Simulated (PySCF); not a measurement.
Si(OMe)2 (C₂H₆O₂Si), SMILES CO[Si]OC (connectivity only; charge and spin as stated), neutral, multiplicity 1.

The structure is a stationary point at B3LYP-D3(BJ)/def2-SVP. The values are those of a single conformer.

Computed with TDA-CAM-B3LYP/def2-SVPD in PySCF 2.14.0.

Vertical excitations. The molecule is in vacuum. State labels are in the subgroup Cs.

```csv
state,symmetry,energy (eV),λ (nm),f,main pairs
S1,A",5.32,233,0.146,HOMO→LUMO 94 %
S2,A',6.56,189,0.004,"HOMO−1→LUMO 75 %, HOMO→LUMO+1 12 %"
S3,A",6.62,187,0.000,HOMO−2→LUMO 96 %
S4,A',7.00,177,0.232,"HOMO→LUMO+1 75 %, HOMO−1→LUMO 14 %"
S5,A',7.34,169,0.202,"HOMO→LUMO+2 64 %, HOMO−3→LUMO 13 %, HOMO→LUMO+4 12 %"
S6,A',7.67,162,0.070,"HOMO−3→LUMO 67 %, HOMO→LUMO+2 12 %"
S7,A",7.68,161,0.060,HOMO−4→LUMO 86 %
S8,A',7.72,161,0.366,"HOMO→LUMO+3 57 %, HOMO→LUMO+5 18 %, HOMO→LUMO+4 13 %"
S9,A",7.88,157,0.010,HOMO−1→LUMO+1 75 %
S10,A",8.20,151,0.000,HOMO−1→LUMO+2 78 %
T1,A",3.20,387,0,HOMO→LUMO 95 %
T2,A',5.42,229,0,"HOMO→LUMO+1 43 %, HOMO→LUMO+3 26 %, HOMO→LUMO+2 12 %"
T3,A',5.61,221,0,HOMO−1→LUMO 93 %
T4,A',6.36,195,0,"HOMO−3→LUMO 66 %, HOMO→LUMO+4 11 %, HOMO→LUMO+2 10 %"
```
Triplets are in the Tamm–Dancoff approximation.
